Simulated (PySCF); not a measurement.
# Bond length, frequency and bond energy of LiCa by level of theory

State: ²Σ⁺ (doublet), unpaired electrons σ ↑. Set-up: basis Li aug-pcseg-1, Ca aug-pcseg-1; no relativity; PySCF 2.14. De refers to Li + Ca in their ground configurations, without counterpoise correction. The functionals are run spin-unrestricted. A positive dipole means Li(−)Ca(+). Levels whose curve was spin-contaminated or gave no clean fit are not listed.

```csv
Level,Re (Å),ωe (cm⁻¹),De (eV),μ (D)
ROHF-CCSD(T),3.455,184,0.235,n/a
LDA,3.355,210,0.492,-0.56
PBE,3.395,205,0.429,-0.32
revPBE,3.420,203,0.409,-0.28
r²SCAN,3.425,207,0.478,-0.93
PBE0,3.417,203,0.389,-0.71
r²SCAN0,3.438,203,0.449,-1.12
CAM-B3LYP,3.404,195,0.261,-0.85
```

Question: Which functional lies closest to ROHF-CCSD(T) in De, which farthest, and by how much do they differ from it?

Answer: Closest is CAM-B3LYP (-5.1 pm in Re, +6.0 % in ωe, +0.03 eV in De against ROHF-CCSD(T) in the same basis), farthest LDA (-10.0 pm in Re, +14.1 % in ωe, +0.26 eV in De). CCSD(T) converges more slowly with the basis than the functionals do and binds too weakly in this one, so the order can change at the basis-set limit.

Question: What does a quarter of exact exchange do here, going from PBE to PBE0?

Answer: PBE0 less PBE: +2.2 pm in Re, -1.0 % in ωe, -0.04 eV in De. Exact exchange removes part of the self-interaction that spreads semilocal densities, and in most molecules shortens and stiffens the bond and lowers De; here Re and ωe go the other way.

Question: What does the step from GGA to meta-GGA do here, going from PBE to r²SCAN?

Answer: r²SCAN less PBE: +3.0 pm in Re, +1.0 % in ωe, +0.05 eV in De. 

Correlated steps freeze 5 core orbitals. Correlated levels converge slowly with the basis: in double zeta they bind strong bonds too weakly, by up to about 1 eV, and carry superposition errors of some tenths. The state is the lowest determinant that a PBE0 search found; another state may lie lower at other levels.

The whole job (state search and all levels along the bond) took about 1.9 min on 1 thread of Arm Neoverse V2 (shared host), peak memory 0.56 GiB.
